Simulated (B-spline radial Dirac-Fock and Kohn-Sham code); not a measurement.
Kohn-Sham estimates against Dirac-Fock for the levels of Se²⁺

System: selenium as Se²⁺ in the configuration [Ar] 3d10 4s1 4p3 (not the ground configuration).

The density-functional columns are spherical, spin-unpolarised Dirac-Kohn-Sham results without Breit or QED terms: −ε is minus the orbital energy of the initial state and ΔSCF the difference of two total energies. The reference in the last column comes from multi-electron Dirac-Fock with separately optimised hole states, Breit and Lamb-shift corrections added in first order. All numbers are from a B-spline atomic structure program, in eV; a selection of levels is shown. For the 1s level of heavy atoms much of the gap between ΔSCF and the reference is the Breit and QED part, -27.3 eV here; for other levels the error of the functional can be larger.

```
level   LDA −ε  LDA ΔSCF  Dirac-Fock
    K  12504.1   12716.3     12691.8
   L1   1628.5    1663.5      1694.3
   L3   1423.2    1465.0      1470.1
   M3    175.1     188.5       198.8
   M4    78.19     91.20       89.20
   M5    77.29     90.24       88.35
   N1    38.76     44.97       44.79
 N2,3    26.41     31.87       29.96
```

Values without a named source are computed, but for edge energies of neutral atoms, which are taken from tables.
